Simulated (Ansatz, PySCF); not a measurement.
Ansatz (a program for electronic structure) was given this input:
Ansatz 0.2 input:
```yaml
crystal:
  periodic: [false, false, false]
  atoms:
    - {symbol: Cd, position_ang: [-0.45611652, 0.20968775, -0.35721888]}
    - {symbol: Cl, position_ang: [1.81680333, 0.05012491, -0.79008748]}
    - {symbol: Cl, position_ang: [-0.52894491, -0.64218445, 1.79870550]}
basis:
  gaussian:
    orbitals: def2-TZVP
hamiltonian:
  xc: {name: B97M-V}
total_charge: 1
magnetization: {spin_polarized: true, initial_magnetization: 1}
accuracy: high
```

Convert this to an input for PySCF.

One answer among several that fit: 
```python
from pyscf import gto, scf, dft

mol = gto.M(
    atom='''
Cd   -0.45611652    0.20968775   -0.35721888
Cl    1.81680333    0.05012491   -0.79008748
Cl   -0.52894491   -0.64218445    1.79870550
''',
    basis='def2-tzvp',
    ecp={'Cd': 'def2-tzvp'},
    charge=1,
    spin=1,
    verbose=3,
)

mf = dft.UKS(mol)
mf.xc = 'b97m_v'
mf.grids.atom_grid = (99, 590)
mf.grids.prune = None
mf.kernel()
```

Both were run: Ansatz gave -1087.626543 Eh and PySCF -1087.626535 Eh, 0.008 mEh apart.
